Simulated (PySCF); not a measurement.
A small calculation by hand: dipole moment from atomic charges

W(NH)(S)(Cl)(Me) (CH₄ClNSW), SMILES [S]=[W]([CH3])([Cl])=[NH], multiplicity 1. Atoms are numbered in the order given.

```xyz
9

W     -0.0642    -0.1281    -0.0438
N     -0.3989    -1.1991    -1.3645
H     -0.1771    -1.8614    -2.1030
S      1.9860    -0.2928     0.5104
Cl    -0.7888     2.0026    -0.4657
C     -1.1154    -1.0211     1.5347
H     -0.8228    -2.0659     1.7151
H     -2.1880    -0.9992     1.2724
H     -0.9424    -0.4374     2.4546
```
Charge 0, spin multiplicity 1.

Geometry optimised at PBE0-D3(BJ)/def2-SVP. The multiplicity is an assumed one; no other spin state was optimised. The structure was generated by enumeration; whether it is a known compound was not checked. The def2 effective core potentials stand for the cores of W; spin–orbit coupling is left out.

Charges (e) from r2SCAN/def2-TZVP in PySCF:

| atom | Mulliken | ESP fit |
|---|---|---|
| W1 | 1.108 | 0.600 |
| N2 | -0.564 | -0.558 |
| H3 | 0.257 | 0.364 |
| S4 | -0.339 | -0.240 |
| Cl5 | -0.326 | -0.141 |
| C6 | -0.614 | -0.513 |
| H7 | 0.164 | 0.157 |
| H8 | 0.156 | 0.177 |
| H9 | 0.157 | 0.152 |

The dipole moment of the full density is 2.17 D.

Task: What dipole moment does each set of point charges give, and which comes closer to that of the density?

Result: 
μ = Σ q r, and 1 e Å = 4.8032 D.
Mulliken: Σ q r = (-0.247, -0.434, 0.082) e Å, |μ| = 2.43 D.
ESP fit: Σ q r = (-0.333, -0.341, -0.007) e Å, |μ| = 2.29 D.
ESP fit comes closer in size. Point charges leave out the atoms' own dipoles (lone pairs, polarised bonds); fits to the potential absorb them, partitions of the density don't.
